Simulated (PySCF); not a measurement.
# Substituent effects on chemical shifts

Parent skeleton `[CH3:1][CH:2]=[C:3]([C:4]#[N:5])[O:6][SiH3:7]`; one hydrogen on atom 7 is replaced by X. Hydrogens on one atom are averaged.

Non-relativistic Hamiltonian, equivalent nuclei averaged, no solvent model, one conformer. GFN2-xTB structure; PBE0/pcSseg-1 with gauge-including orbitals; PySCF 2.14.

References, each an isolated molecule treated in the same way: ¹³C and ²⁹Si and ¹H against TMS; ¹⁵N against NH3; ¹⁷O vs H2O.

Parent (X = H): C1 17.1, C2 126.6, C3 136.1, C4 118.8, N5 321.9, O6 87.8, Si7 -42.1, H(C1) 2.14, H(C2) 5.55 ppm. Effects are Δδ = δ(X) − δ(H), positive for deshielding.

Question: Order these by the shift of Si7, most shielded first.
A. X = allyl
B. X = CH3
C. X = CHO
D. X = iPr

Answer: C (-11.6 ppm), A (+21.6 ppm), B (+27.9 ppm), D (+30.7 ppm).

Experimental scales use liquid or dissolved standards, which lie at an offset from isolated NH3 (liquid NH3: subtract about 20 ppm) and H2O (liquid H2O: subtract about 36 ppm). Unscaled 15N shifts of sp2 nitrogen come out 20 to 40 ppm too high even then.
